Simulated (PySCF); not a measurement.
A side-by-side comparison of computed properties.

First species: C₂H₆Cl₂Si₂.
Numbering: `[CH2:1]=[CH:2][Si@@H:3]([Cl:4])[SiH2:5][Cl:6]` (hydrogens: H7, H8 on C1; H9 on C2; H10 on Si3; H11, H12 on Si5)

Second species: C4H10N2Si2.
InChI=1S/C4H10N2Si2/c1-2-8(7-6)4-3-5/h2,8H,1,4,6-7H2/t8-/m0/s1

Levels: CAM-B3LYP/def2-SVPD for dipole moment, HOMO energy, LUMO energy, HOMO–LUMO gap, static isotropic polarisability and electronic spatial extent ⟨r²⟩ about the centre of nuclear charge; TDDFT CAM-B3LYP/def2-SVPD for lowest singlet excitation; TDA CAM-B3LYP/def2-SVPD for lowest triplet excitation (Tamm–Dancoff); GFN2-xTB for rotational constant A and rotational constant C. Geometries: GFN2-xTB. All species are isolated and taken at one optimised geometry, non-relativistic unless stated. Electronic properties by PySCF.

Dipoles, sizes and rotational constants follow the conformer. The torsions of the flexible species, by atom-mapped SMILES:
- `[CH2:1]=[CH:2][Si@@H:3]([Cl:4])[SiH2:5][Cl:6]`: C1–C2–Si3–Cl4 -134°, C2–Si3–Si5–Cl6 69°
- `[CH2:1]=[CH:2][Si@@H:3]([CH2:4][C:5]#[N:6])[SiH2:7][NH2:8]`: C1–C2–Si3–C4 150°, C2–Si3–C4–C5 179°, C2–Si3–Si7–N8 -123°, H–N8–Si7–Si3 -47°, H–N8–Si7–Si3 174°

Values for the first species:

```
Dipole moment                                                     : 0.94 D
HOMO energy                                                       : -9.38 eV
LUMO energy                                                       : -0.08 eV
HOMO–LUMO gap                                                     : 9.30 eV
Lowest singlet excitation                                         : 6.06 eV
Lowest triplet excitation (Tamm–Dancoff)                          : 4.33 eV
Static isotropic polarisability                                   : 103.1 au
Electronic spatial extent ⟨r²⟩ about the centre of nuclear charge : 1608 bohr²
Rotational constant A                                             : 2.128 GHz
Rotational constant C                                             : 0.671 GHz
```

Problem. Estimate the same properties for the second species, and the change in each.

Solution. 
```csv
property,first,second,second less first
dipole moment,0.94 D,3.48 D,+2.54 D
HOMO energy,-9.38 eV,-8.76 eV,+0.62 eV
LUMO energy,-0.08 eV,0.23 eV,+0.31 eV
HOMO–LUMO gap,9.30 eV,8.99 eV,-0.31 eV
lowest singlet excitation,6.06 eV,5.74 eV,-0.32 eV
lowest triplet excitation (Tamm–Dancoff),4.33 eV,4.24 eV,-0.09 eV
static isotropic polarisability,103.1 au,112.6 au,+9.5 au
electronic spatial extent ⟨r²⟩ about the centre of nuclear charge,1608 bohr²,1681 bohr²,+73 bohr²
rotational constant A,2.128 GHz,1.735 GHz,-0.393 GHz
rotational constant C,0.671 GHz,0.689 GHz,+0.018 GHz
```

On the first: The dipole matches unit charges of opposite sign 0.20 Å apart (1 e·Å = 4.8032 D). The polarisability is 15.28 Å³ as a volume (1 au = 0.148185 Å³), or 1.29 au for each of the 80 electrons.

On the second: No computed singlet falls in the visible range (750 to 380 nm, 1.65 to 3.26 eV); S1 lies 2.48 eV above its blue end. The principal polarisabilities are 92.2, 107.1 and 138.6 au; their mean is the isotropic value.
